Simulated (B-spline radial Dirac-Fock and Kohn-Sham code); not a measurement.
X-ray form factors of potassium in several charge states

Calculated with a radial B-spline solver, using Dirac-Fock orbitals of the configuration average with a finite nucleus.

Configurations: K [Ar] 4s1; K³⁺ [Ne] 3s2 3p4; K⁷⁺ [Ne] 3s2; K¹¹⁺ [He] 2s2 2p4; K¹³⁺ [He] 2s2 2p2. The first column is f₀ of K, the others are differences from it.

| s (Å⁻¹) | K | Δ K³⁺ | Δ K⁷⁺ | Δ K¹¹⁺ | Δ K¹³⁺ |
| --- | --- | --- | --- | --- | --- |
| 0 | 19.000 | -3.000 | -7.000 | -11.000 | -13.000 |
| 0.05 | 18.204 | -2.430 | -6.276 | -10.220 | -12.214 |
| 0.1 | 16.733 | -1.597 | -5.015 | -8.795 | -10.773 |
| 0.15 | 15.243 | -1.051 | -3.853 | -7.381 | -9.331 |
| 0.2 | 13.728 | -0.647 | -2.757 | -5.972 | -7.884 |
| 0.25 | 12.268 | -0.331 | -1.774 | -4.645 | -6.509 |
| 0.3 | 10.976 | -0.112 | -0.987 | -3.510 | -5.318 |
| 0.35 | 9.908 | +0.015 | -0.427 | -2.622 | -4.366 |
| 0.4 | 9.061 | +0.071 | -0.074 | -1.976 | -3.649 |
| 0.45 | 8.403 | +0.083 | +0.116 | -1.534 | -3.132 |
| 0.5 | 7.888 | +0.072 | +0.193 | -1.251 | -2.768 |
| 0.6 | 7.125 | +0.032 | +0.166 | -0.980 | -2.329 |
| 0.7 | 6.523 | 0.000 | +0.064 | -0.890 | -2.068 |
| 0.8 | 5.962 | -0.016 | -0.023 | -0.842 | -1.852 |
| 0.9 | 5.406 | -0.021 | -0.076 | -0.781 | -1.634 |
| 1 | 4.859 | -0.022 | -0.099 | -0.699 | -1.409 |
| 1.1 | 4.336 | -0.020 | -0.104 | -0.603 | -1.186 |
| 1.2 | 3.854 | -0.017 | -0.098 | -0.503 | -0.975 |
| 1.4 | 3.045 | -0.012 | -0.076 | -0.322 | -0.622 |
| 1.6 | 2.449 | -0.008 | -0.053 | -0.188 | -0.369 |
